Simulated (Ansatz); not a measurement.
CH$_{6}$BISi$_{2}$ (`[SiH3]C1(I)B[SiH2]1`). Charge 0, multiplicity 1. Correlated methods include outer-core shells of I, which these sets cover unevenly. I takes the def2 core potential.

Z-matrix (Å, degrees):
```
Si
I 1 3.217
C 1 1.888 2 39.8
H 1 1.483 2 86.4 3 -125.4
H 1 1.482 2 87.5 3 124.3
H 1 1.487 2 150.0 3 -2.6
B 3 1.494 1 116.1 2 -141.6
Si 3 1.916 1 103.6 2 145.9
H 7 1.185 3 139.2 1 111.4
H 8 1.480 3 112.4 1 -11.9
H 8 1.483 3 119.0 1 -145.7
```

Task: Give the diagnostics of a CCSD(T)/def2-TZVPP run (frozen core, Ansatz). (An estimate is asked.)

Result: The calculation gave: T1 = 0.0133, largest single amplitude 0.024, largest double 0.029, (T) share of the correlation energy 3.5 %, 12 CCSD cycles. The RHF solution is stable towards an unrestricted one. T1 lies under the customary mark of 0.02 for closed shells.
